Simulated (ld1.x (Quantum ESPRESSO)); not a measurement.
## carbon: excitation energies, all-electron against TM semilocal

ld1.x (Quantum ESPRESSO) 7.5 input, shortened:

```
&input
   title='C', zed=6., rel=1, dft='PBESOL', iswitch=3,
   config='[He] 2s2 2p1.5 3d-2'
 /
 &inputp
   pseudotype=1, tm=.true., lloc=2,
   nlcc=.true., new_core_ps=.true., rcore=1.05
 /
3
2S  1  0   2.00   0.00  1.25  1.25  0.0
2P  2  1   1.50   0.00  2.75  2.75  0.0
3D  3  2  -2.00  -0.05  2.70  2.70  0.0
 &test
   configts(1)='2s2 2p1.5'
 /
```

Energies are relative to the spin-unpolarised reference configuration 2s2 2p1.5; without spin polarisation the order of configurations can differ from experiment.

| valence configuration | charge | ΔE all-electron (eV) | error AE − PS (meV) |
| --- | --- | --- | --- |
| 2s2 2p2 | 0 | -3.933 | +6.4 |
| 2s2 2p0 | +2 | 30.875 | +578 |
| 2s1 2p3 | 0 | 4.494 | +36 |
| 2s1 2p0 | +3 | 78.839 | +1195 |
| 2s2 2p2.3 | -0.3 | -5.077 | +5.5 |

(1) What are ΔE and the potential's error for 2s1 2p2?

(2) What are ΔE and the potential's error for 2s2 2p1?

Answers

(1) ΔE = 15.569 eV all-electron; the error (AE − PS) is -95 meV.

(2) ΔE = 6.856 eV all-electron; the error (AE − PS) is +29 meV.
